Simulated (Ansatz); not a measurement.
Reaction (ligand exchange at the Si–N bond): `[SiH3][N]([SiH3])[GeH3]` + `N=CO` → `O/C=N/[SiH3]` + `[SiH3][NH][GeH3]`

Isolated molecules relaxed with PBE0-D4/def2-TZVP in Ansatz; ΔE leaves out vibrations. CCSD(T)/CBS adds triple-zeta CCSD(T) − MP2 to the extrapolated MP2 energy (def2 sets, frozen cores). This one scheme is used for every species. Functionals use def2-TZVPP. For Ge outer-core shells are correlated without core-valence functions, which leaves a few kJ/mol of doubt a bond. Scalar relativity is left out up to krypton. Each species was taken in one conformer, which may not be the lowest.

```
     level  ΔE (eV)
   BLYP-D4     0.09
r2SCANh-D4     0.09
```

Problem. What does CCSD(T)/CBS give? (Best estimate.)

Solution. The calculation gave: +0.15 eV. The listed levels differ from it by -0.06, -0.06 eV.

Largest T1 diagnostic among the species: 0.014.

The D4 term adds +0.10 eV with B3LYP and +0.05 eV with PBE0; it sums over pairs of atoms, weighted by their polarisabilities, and B3LYP, whose exchange is more repulsive, gets the larger term. From BLYP to BHLYP (50 % exact exchange), in def2-TZVPP and without D4, ΔE moves by +0.05 eV.

B3LYP here is the variant with VWN-RPA as its local correlation; programs differ in this.
